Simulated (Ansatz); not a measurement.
W₂F₄, relaxed as a singlet with RKS r2SCAN-D4/def2-SVP in Ansatz, starting from the GFN1-xTB geometry. Force threshold 0.02 eV/Å.

In the def2 sets W takes a core potential; there is no spin–orbit coupling. The restricted singlet is unstable towards broken spin symmetry at other levels; at r2SCAN-D4/def2-SVP this wasn't settled. Another isomer (triplet) lies 0.39 eV lower at PBE0-D4/def2-TZVP; other spin states weren't run for this one.

Start:

```xyz
6

W    -0.7799   -0.9835    0.1687
W     0.7799    0.9837   -0.1681
F    -0.2433    2.2799    0.4706
F    -0.2897   -1.4681    1.7997
F    -1.6285   -0.9520   -1.3853
F     2.1615    0.1399   -0.8857
```

```tsv
step	energy (eV)	largest force component (eV/Å)	SCF passes
1	-14509.0917	4.276	36
2	-14510.1578	4.205	32
3	-14510.5401	0.432	26
4	-14510.5551	0.055	22
5	-14510.5559	0.043	22
6	-14510.5714	0.075	27
7	-14510.6776	0.213	27
8	-14510.8115	0.197	27
9	-14510.9337	0.271	27
10	-14511.0083	0.297	27
11	-14511.0542	0.531	30
12	-14511.1055	0.926	36
13	-14511.1844	1.113	29
14	-14511.2287	0.323	29
15	-14511.2312	0.058	23
16	-14511.2313	0.016	24
```

Force components are those of the run's own axes.

End:

Cartesian coordinates in Å:
```
W -0.7527 -0.7366 0.4737
W 0.5984 0.9680 0.1784
F -0.3869 2.0272 -1.0286
F 0.4716 -2.1551 0.6681
F -2.2146 -0.2413 -0.6066
F 2.2842 0.1379 0.3150
```

By distances, no bond broke or formed. The bond that changes most is W1–W2, from 2.53 to 2.20 Å (atoms count from 1).

No frequencies were taken in this run, so the end may be a saddle point.

Run time 58 s (2 threads of AMD EPYC 7R13 on a shared host).
